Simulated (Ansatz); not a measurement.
`[SH][AlH][Br]` + H₂ → `[AlH2][SH]` + HBr at 400 K and 1 bar (hydrogenolysis of the Al–Br bond).

Program: Ansatz. Geometries: PBE0-D4/def2-TZVP. ΔE: electronic, gas phase. CCSD(T)/CBS adds triple-zeta CCSD(T) − MP2 to the extrapolated MP2 energy (def2 sets, frozen cores). This one scheme is used for every species. For Br outer-core shells are correlated without core-valence functions, which leaves a few kJ/mol of doubt a bond. Scalar relativity is left out up to krypton. One conformer a species, not always the lowest.

```tsv
species	CCSD(T)/CBS energy (Eh)	H − E (kJ/mol)	S (J/(mol·K))
`[SH][AlH][Br]`	-3214.41891	69.9	338.2
H₂	-1.17544	38.0	139.0
`[AlH2][SH]`	-641.61836	79.4	287.5
HBr	-2573.91920	27.6	207.2
```

H − E and S are ideal-gas, rigid-rotor, harmonic terms from PBE0-D4/def2-TZVP, for one conformer and one mirror image of each species. The MP2-based limit puts H₂ 0.8 mEh under its directly extrapolated value; such offsets cancel only in part. 1 Eh = 2625.50 kJ/mol, R = 8.31446 J/(mol·K).

Task: By hand: ΔE, ΔH, ΔS and ΔG.

Result: ΔE = (-641.61836) + (-2573.91920) − (-3214.41891) − (-1.17544) = 0.05679 Eh = 149.1 kJ/mol. Δ(H − E) = 79.4 + 27.6 − 69.9 − 38.0 = -0.9, so ΔH = 148.2 kJ/mol. ΔS = 287.5 + 207.2 − 338.2 − 139.0 = 17.5 J/(mol·K). ΔG = 148.2 − 400 × (17.5)/1000 = 141.2 kJ/mol.

Task: By hand: the equilibrium constant, and the temperature at which ΔG would vanish if ΔH and ΔS stayed fixed.

Result: log₁₀ K = −ΔG/(RT ln 10) = -18.4. ΔG = 0 at ΔH/ΔS = 8469 K, far beyond where these terms or the molecules hold.

ΔH outweighs TΔS. A doubt of 5 kJ/mol in ΔE shifts log₁₀ K by 0.7 here. Other conformers and mirror images would add mixing entropy, several J/(mol·K) or more a flexible species. These are equilibria of isolated gas molecules and say nothing of rates. Largest T1 diagnostic: 0.011 (customary marks: 0.02 for closed shells, 0.045 for open ones).
